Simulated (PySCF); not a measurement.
First SCF of a structure search on doublet HCoN, at a hand-made linear geometry. PySCF input:

```python
from pyscf import gto, scf, dft
mol = gto.M(atom='''
Co     0.000000     0.000000     0.000000
N      0.000000     0.000000    -1.630000
H      0.000000     0.000000     1.430000''',
    basis={'Co': 'def2-TZVP', 'N': 'def2-TZVP', 'H': 'def2-TZVP'},
    charge=0, spin=1)
mf = dft.UKS(mol, xc='PBE0')
mf.grids.atom_grid = (50, 194)
aux = {'Co': 'def2-universal-JKFIT', 'N': 'def2-universal-JKFIT', 'H': 'def2-universal-JKFIT'}
mf = mf.density_fit(auxbasis=aux)
mf.conv_tol = 1e-08
mf.diis_space = 10
mf.max_cycle = 60
mf.init_guess = 'minao'
mf.verbose = 4
mf.kernel()
```

Excerpt of the output (cycles alone):

```
init E= -1436.78006773822
cycle= 1 E= -1421.36668001659  delta_E= 15.4  |g|= 5.55  |ddm|= 11.7
cycle= 2 E= -1401.34432123216  delta_E=   20  |g|=   11  |ddm|= 14.7
cycle= 3 E= -1424.22802510418  delta_E= -22.9  |g|= 7.24  |ddm|= 7.45
cycle= 4 E= -1427.96272184858  delta_E= -3.73  |g|= 6.36  |ddm|= 3.62
cycle= 5 E= -1429.06369509543  delta_E= -1.1  |g|= 5.83  |ddm|= 0.584
cycle= 6 E= -1435.36533499866  delta_E= -6.3  |g|= 2.47  |ddm|= 4.72
cycle= 7 E= -1433.4545669039  delta_E= 1.91  |g|= 3.18  |ddm|= 1.79
cycle= 8 E= -1435.11435263911  delta_E= -1.66  |g|= 2.79  |ddm|= 0.623
cycle= 9 E= -1434.70817000826  delta_E= 0.406  |g|= 2.99  |ddm|= 0.121
cycle= 10 E= -1436.60154195469  delta_E= -1.89  |g|=    2  |ddm|= 0.563
cycle= 11 E= -1436.43198645884  delta_E= 0.17  |g|= 2.17  |ddm|= 0.18
cycle= 12 E= -1437.13369057121  delta_E= -0.702  |g|= 1.49  |ddm|= 0.966
cycle= 13 E= -1437.58270651761  delta_E= -0.449  |g|= 0.324  |ddm|=  0.5
... 36 lines left out ...
cycle= 50 E= -1437.61178435432  delta_E= 4.25e-08  |g|= 0.000245  |ddm|= 0.00246
cycle= 51 E= -1437.61178450806  delta_E= -1.54e-07  |g|= 0.000136  |ddm|= 0.00108
cycle= 52 E= -1437.61178445094  delta_E= 5.71e-08  |g|= 0.000133  |ddm|= 0.000431
cycle= 53 E= -1437.6117842349  delta_E= 2.16e-07  |g|= 9.44e-05  |ddm|= 0.00172
cycle= 54 E= -1437.61178424762  delta_E= -1.27e-08  |g|= 0.000113  |ddm|= 0.000784
cycle= 55 E= -1437.61178420246  delta_E= 4.52e-08  |g|= 0.000109  |ddm|= 0.000519
cycle= 56 E= -1437.61178410444  delta_E= 9.8e-08  |g|= 5.08e-05  |ddm|= 0.00148
cycle= 57 E= -1437.61178411221  delta_E= -7.77e-09  |g|= 5.06e-05  |ddm|= 0.000683
Extra cycle  E= -1437.61178409303  delta_E= 1.92e-08  |g|= 0.000335  |ddm|= 0.000156
converged SCF energy = -1437.61178409303  <S^2> = 0.77902674  2S+1 = 2.0288191
```

This is not the lowest solution: another start and a stability analysis within the same unrestricted form found one 154.6 kJ/mol lower, at -1437.67065 Eh.

Open d and f shells are described by one determinant, and the ground state may have another occupation or spin.

The search for the lowest solution, 3 starts and the stability check together, took 21 s on 2 threads of a shared Arm Neoverse V1 host, with 82 basis functions; the process peaked at 0.4 GiB. Launch command: `OMP_NUM_THREADS=2 python axn.py task.json out`.
